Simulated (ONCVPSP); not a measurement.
u(r) = r·R(r): atom against pseudo-atom (Ge)

Columns: radius, all-electron u(r) and pseudo u(r) of the 3p shell (level -115.62 eV) of germanium in the configuration [Ne] 3s2 3p6 3d10 4s2 4p2; PBE, scalar-relativistic, ONCV scheme, ONCVPSP 4.0.1.

```tsv
r (bohr)	all-electron	pseudo
0.055	-0.4609	0.0390
0.110	-0.7142	0.1496
0.165	-0.5165	0.3173
0.220	-0.0911	0.5205
0.275	0.3683	0.7342
0.330	0.7602	0.9346
0.385	1.0478	1.1024
0.440	1.2300	1.2248
0.495	1.3217	1.2964
0.550	1.3434	1.3187
0.605	1.3151	1.2985
0.660	1.2531	1.2447
0.715	1.1705	1.1676
0.770	1.0769	1.0768
0.825	0.9793	0.9800
0.880	0.8822	0.8828
0.935	0.7889	0.7891
0.990	0.7011	0.7011
1.045	0.6199	0.6198
1.100	0.5459	0.5458
1.155	0.4790	0.4789
1.210	0.4190	0.4189
1.265	0.3656	0.3655
1.320	0.3183	0.3182
1.375	0.2765	0.2765
1.430	0.2399	0.2399
```

Q: How many radial nodes do the two functions have?

A: The all-electron 3p function has n − l − 1 = 1; the pseudo-wave has 0, since the states of the same l below it are removed with the core.

Q: At about which radius was the pseudo-wave matched?

A: 1.10 bohr. The columns agree to 0.0005 from 0.94 bohr on; several derivatives are matched, so the curves merge somewhat inside the radius.

Q: Is the pseudo-wave norm-conserving?

A: Yes: the ONCV scheme keeps the norm inside the radius equal to the all-electron one, which fixes the energy derivative of the logarithmic derivative at the level.
